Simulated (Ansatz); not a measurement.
Geometry optimisation, RKS PBE-D4/cc-pVDZ (Ansatz 0.2.0).

Input file:

```yaml
crystal:
  periodic: [false, false, false]
  atoms:
    - { symbol: Si, position_ang: [-1.010337, 0.277066, -0.522832] }
    - { symbol: "N", position_ang: [1.041264, -2.015967, -1.104483] }
    - { symbol: H, position_ang: [-1.678226, -0.861076, -1.232502] }
    - { symbol: H, position_ang: [-2.041992, 1.307331, -0.108744] }
    - { symbol: "N", position_ang: [0.235181, 0.983307, -1.550332] }
    - { symbol: H, position_ang: [0.728864, -1.959159, -0.130208] }
    - { symbol: O, position_ang: [-0.33237, -0.287702, 0.979252] }
    - { symbol: Si, position_ang: [0.161315, 0.58256, 2.355387] }
    - { symbol: H, position_ang: [0.204204, -2.273245, -1.645961] }
    - { symbol: H, position_ang: [1.250233, -1.038424, -1.361448] }
    - { symbol: H, position_ang: [0.124853, 0.800173, -2.557668] }
    - { symbol: H, position_ang: [0.389746, 1.992126, -1.419212] }
    - { symbol: H, position_ang: [1.561957, 1.112025, 2.159871] }
    - { symbol: H, position_ang: [0.13102, -0.368252, 3.522361] }
    - { symbol: H, position_ang: [-0.765814, 1.749237, 2.61642] }
basis:
  gaussian: { orbitals: cc-pVDZ }
hamiltonian:
  xc: pbe
  dispersion: d4
relax:
  f_tol: 0.03
  max_steps: 50
output:
  orbitals: {}
```

Launched with:

```bash
$ ansatz run input.yaml --threads 4 --pin off --max-ram 5120MiB --backend cpu --events-out ev --progress --plain --runs-dir out
```

**Question.** Where does it end, and by what steps?

**Answer.** The forces met the threshold. The force dipped under the threshold on the way, but the program's further checks kept it going. After 31 steps the energy has fallen by 0.102 eV; H11 moved furthest, 0.91 Å.

```json
{"step": "0", "energy less start (eV)": "0.0000", "largest force component (eV/Å)": "0.787", "accepted": "yes"}
{"step": "2", "energy less start (eV)": "-0.0668", "largest force component (eV/Å)": "0.208", "accepted": "yes"}
{"step": "4", "energy less start (eV)": "-0.0738", "largest force component (eV/Å)": "0.038", "accepted": "yes"}
{"step": "6", "energy less start (eV)": "-0.0768", "largest force component (eV/Å)": "0.054", "accepted": "yes"}
{"step": "8", "energy less start (eV)": "-0.0788", "largest force component (eV/Å)": "0.098", "accepted": "yes"}
{"step": "10", "energy less start (eV)": "-0.0796", "largest force component (eV/Å)": "0.085", "accepted": "yes"}
{"step": "12", "energy less start (eV)": "-0.0807", "largest force component (eV/Å)": "0.088", "accepted": "yes"}
{"step": "14", "energy less start (eV)": "-0.0821", "largest force component (eV/Å)": "0.105", "accepted": "yes"}
{"step": "16", "energy less start (eV)": "-0.0835", "largest force component (eV/Å)": "0.199", "accepted": "yes"}
{"step": "18", "energy less start (eV)": "-0.0865", "largest force component (eV/Å)": "0.033", "accepted": "yes"}
{"step": "20", "energy less start (eV)": "-0.0842", "largest force component (eV/Å)": "0.443", "accepted": "no"}
{"step": "22", "energy less start (eV)": "-0.0915", "largest force component (eV/Å)": "0.101", "accepted": "yes"}
{"step": "24", "energy less start (eV)": "-0.0937", "largest force component (eV/Å)": "0.061", "accepted": "yes"}
{"step": "26", "energy less start (eV)": "-0.0970", "largest force component (eV/Å)": "0.130", "accepted": "yes"}
{"step": "28", "energy less start (eV)": "-0.0996", "largest force component (eV/Å)": "0.086", "accepted": "yes"}
{"step": "30", "energy less start (eV)": "-0.1014", "largest force component (eV/Å)": "0.025", "accepted": "yes"}
{"step": "31", "energy less start (eV)": "-0.1016", "largest force component (eV/Å)": "0.015", "accepted": "yes"}
```

```xyz
15
Properties=species:S:1:pos:R:3
Si -1.324 0.365 -0.477
N 1.181 -2.068 -0.935
H -1.875 -0.820 -1.226
H -2.394 1.396 -0.217
N -0.015 1.237 -1.253
H 0.499 -1.911 -0.176
O -0.767 -0.303 0.990
Si 0.250 0.470 2.127
H 0.634 -1.973 -1.804
H 1.791 -1.237 -0.905
H 0.651 0.699 -1.816
H -0.254 2.111 -1.730
H 1.698 0.327 1.724
H 0.019 -0.229 3.440
H -0.094 1.936 2.258
```

Whether the end is a true minimum wasn't checked by a vibrational analysis.

Run time: 89 s on 4 threads of Arm Neoverse N1 (shared host), peak memory 0.2 GiB.
